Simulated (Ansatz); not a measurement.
Consider the formal exchange of groups at the Si–C bond: `FC[SiH]1CC1` + `BCOC` → `BC[SiH]1CC1` + `COCF`.

Computed with Ansatz on PBE0-D4/def2-TZVP structures; ΔE is electronic, products minus reactants. CBS: MP2 limit from def2 TZ/QZ plus the TZ coupled-cluster correction, frozen cores. DFT in def2-TZVPP. B3LYP here is the variant with VWN-RPA as its local correlation; programs differ in this. Each species was taken in one conformer, which may not be the lowest.

Task: Is it downhill or uphill in electronic energy at CCSD(T)/CBS, and by how much? (An estimate is asked.)

Result: Computed: Downhill: ΔE = -22.7 kcal/mol.

Task: What do these levels give: PBE-D4, PBE0-D4, B3LYP-D4, ωB97X-V, B2PLYP, B3LYP, MP2/def2-TZVPP, SCS-MP2/def2-TZVPP, HF/def2-QZVPP, HF/CBS(def2), MP2/CBS(def2), CCSD/CBS(def2)? (Best estimate.)

Result: Computed: PBE-D4 -23.8, PBE0-D4 -23.6, B3LYP-D4 -21.0, ωB97X-V -21.4, B2PLYP -21.4, B3LYP -19.7, MP2/def2-TZVPP -24.6, SCS-MP2/def2-TZVPP -22.4, HF/def2-QZVPP -17.3, HF/CBS(def2) -17.3, MP2/CBS(def2) -24.2, CCSD/CBS(def2) -21.4 kcal/mol.

Largest T1 diagnostic among the species: 0.012.

In def2-TZVPP, CCSD(T) changes the Hartree–Fock value by −5.6 kcal/mol (the triples alone add −1.3 kcal/mol) and MP2 by −7.2 kcal/mol. The D4 term adds −1.3 kcal/mol with B3LYP and −0.7 kcal/mol with PBE0; it sums over pairs of atoms, weighted by their polarisabilities, and B3LYP, whose exchange is more repulsive, gets the larger term.
